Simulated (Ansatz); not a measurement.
Input file for Ansatz (an electronic-structure program): R-SVWN5/def2-TZVPPD on H5P (a complex). Files ending in .json are basis or fitting sets from the Basis Set Exchange.

Ansatz 0.2 input:
```yaml
crystal:
  periodic: [false, false, false]
  atoms:
    - {symbol: P, position_ang: [-0.17174498, 0.15678966, -0.14074234]}
    - {symbol: H, position_ang: [-1.49194435, -0.11720154, 0.29923090]}
    - {symbol: H, position_ang: [-0.48995360, -0.05068976, -1.50775205]}
    - {symbol: H, position_ang: [0.26103284, -1.17997218, 0.05251970]}
    - {symbol: H, position_ang: [0.08293331, -0.26801023, 3.51266804]}
    - {symbol: H, position_ang: [0.30819009, 0.22197902, 2.99954857]}
basis:
  gaussian:
    orbitals: def2-TZVPPD.json
hamiltonian:
  xc: {name: SVWN5}
scf: {lower_state_search: off}
```

The log:

```
WARN ansatz: RAYON_NUM_THREADS=2 ignored (pool sized by the plan → 2); use --threads N
Functional definition: SVWN5
these checks for a lower state are left out or cut short: stability, starts, cluster_reference, orbital_swaps, neighbouring_geometries, increment
integrals: 0.03 GiB planned
611 factors; their error is unknown
mean field: 0.30 GiB planned
mean field evaluation 1: about -9331.9520 eV, gradient 2.0e1 eV
mean field evaluation 2: about -9332.4716 eV, gradient 1.8e1 eV
mean field evaluation 4: about -9333.3567 eV, gradient 8.6e-1 eV
mean field evaluation 8: about -9333.3369 eV, gradient 6.5e-3 eV
mean field -9333.33687210 eV, -342.9938036869 hartree, gradient 7.6e-7 eV, S^2 0.000000; 0 other end points of the search recorded, 0 dependent functions left out
reference -9333.33690739 eV, -342.9938049837 hartree; 10, 10 occupied and 123, 123 virtual orbitals, 611 factors
Total energy: -9333.33690739 eV, -342.9938049837 hartree
Checks for a lower state left out: stability, starts, cluster_reference, orbital_swaps, neighbouring_geometries, increment
```

The run converged.

Cost: roughly 0.3 core-seconds.
